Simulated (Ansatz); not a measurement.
Consider the ligand exchange at a Ti–C bond: `[CH3][Ti]([F])([F])[F]` + H–F → `[F][Ti]([F])([F])[F]` + CH₄.

Computed with Ansatz on PBE0-D4/def2-TZVP structures; ΔE is electronic, products minus reactants. CCSD(T)/CBS is the MP2 limit (def2-TZVPP, def2-QZVPP) plus CCSD(T) − MP2 in def2-TZVPP, frozen cores. This one scheme is used for every species. Functionals use def2-TZVPP. B3LYP here is the variant with VWN-RPA as its local correlation; programs differ in this. For Ti outer-core shells are correlated without core-valence functions, which leaves a few kJ/mol of doubt a bond. Scalar relativity is left out up to krypton.

```csv
species,B3LYP-D4 energy (Eh)
`[CH3][Ti]([F])([F])[F]`,-1189.32238
H–F,-100.49283
`[F][Ti]([F])([F])[F]`,-1249.34951
CH₄,-40.54051
```

Q: Work out ΔE.

A: ΔE = (-1249.34951) + (-40.54051) − (-1189.32238) − (-100.49283) = -0.07481 Eh = -196.4 kJ/mol. CCSD(T)/CBS gives -176.5 kJ/mol.

Q: What do rigid-rotor, harmonic-oscillator terms from PBE0-D4/def2-TZVP frequencies (298.15 K, 1 bar) make of the CCSD(T)/CBS value? (Best estimate.)

A: Computed: ΔZPE = +8.0 kJ/mol, ΔH = -170.8 kJ/mol, ΔS = -24 J/(mol·K), ΔG = -163.6 kJ/mol.

Largest T1 diagnostic among the species: 0.023, so the coupled-cluster value is less sure than usual.

In def2-TZVPP, CCSD(T) changes the Hartree–Fock value by +9.4 kJ/mol (the triples alone add −3.8 kJ/mol) and MP2 by +8.2 kJ/mol. At CCSD(T), def2-SVP lies −40.8 kJ/mol from the extrapolated value and def2-TZVPP −12.5 kJ/mol. Leaving LDA and LC-ωPBE aside and taking each functional with its dispersion term where it has one, the values, not all of them listed here, spread over 17.4 kJ/mol, from B97M-V to HSE06-D4. LDA lies +4.6 kJ/mol from PBE without D4.
